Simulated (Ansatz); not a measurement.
ScBr3, 4 atoms. Hardware: 4 threads of AMD EPYC 7R43 on a shared host.

Correlated methods freeze 32 core orbitals; core or outer-core shells of Sc, Br are correlated, in sets that lack core-valence functions.

(1) How many basis functions does each of these Ansatz runs have, and roughly what does it cost? PBE0-D4/def2-SVP, charge 0 singlet, energy with a search over starts; PBE0-D4/def2-TZVP, charge 0 singlet, energy, from earlier orbitals; CCSD(T)/def2-SVP, charge 0 singlet, energy, from earlier orbitals; B97M-V/def2-TZVP, charge 0 singlet, energy, from earlier orbitals; PBE0-D4/def2-SVP, charge 1 doublet, relaxation, 17 steps; LC-ωPBE/def2-TZVP, charge 0 singlet, energy, from earlier orbitals; r2SCAN0-D4/def2-TZVP, charge 0 singlet, energy, from earlier orbitals; PBE0-D4/def2-SVP, charge 0 singlet, relaxation, 4 steps; RPA@PBE/def2-TZVP, charge 0 singlet, energy, from earlier orbitals; r2SCAN-D4/def2-TZVP, charge 0 singlet, energy and forces, from earlier orbitals; r2SCAN-D4/def2-TZVPD, charge 0 singlet, energy, from earlier orbitals; PBE-D4/def2-TZVP, charge 0 singlet, energy, from earlier orbitals.

## Answers

(1) Other jobs shared the machine, so times can vary by a factor of up to 3. A dash marks memory too small to be measured apart from the calling script's.

| run | functions | fitting or Cholesky vectors | wall time | peak host memory (GiB) |
| --- | --- | --- | --- | --- |
| PBE-D4/def2-TZVP, charge 0 singlet, energy, from earlier orbitals | 189 | 1576 | 3.1 s | – |
| PBE0-D4/def2-SVP, charge 0 singlet, energy with a search over starts | 127 | 1257 | 4.6 s | – |
| LC-ωPBE/def2-TZVP, charge 0 singlet, energy, from earlier orbitals | 189 | 1576 | 5.5 s | – |
| RPA@PBE/def2-TZVP, charge 0 singlet, energy, from earlier orbitals | 189 | 1417 | 6.5 s | – |
| PBE0-D4/def2-TZVP, charge 0 singlet, energy, from earlier orbitals | 189 | 1417 | 7.5 s | – |
| r2SCAN-D4/def2-TZVP, charge 0 singlet, energy and forces, from earlier orbitals | 189 | 1576 | 8 s | – |
| r2SCAN-D4/def2-TZVPD, charge 0 singlet, energy, from earlier orbitals | 219 | 1731 | 9 s | – |
| r2SCAN0-D4/def2-TZVP, charge 0 singlet, energy, from earlier orbitals | 189 | 1417 | 12 s | 0.59 |
| B97M-V/def2-TZVP, charge 0 singlet, energy, from earlier orbitals | 189 | 1576 | 13 s | – |
| PBE0-D4/def2-SVP, charge 0 singlet, relaxation, 4 steps | 127 | 1377 | 16 s | – |
| CCSD(T)/def2-SVP, charge 0 singlet, energy, from earlier orbitals | 127 | 1257 | 26 s | 0.69 |
| PBE0-D4/def2-SVP, charge 1 doublet, relaxation, 17 steps | 127 | 1377 | 1.9 min | 0.63 |
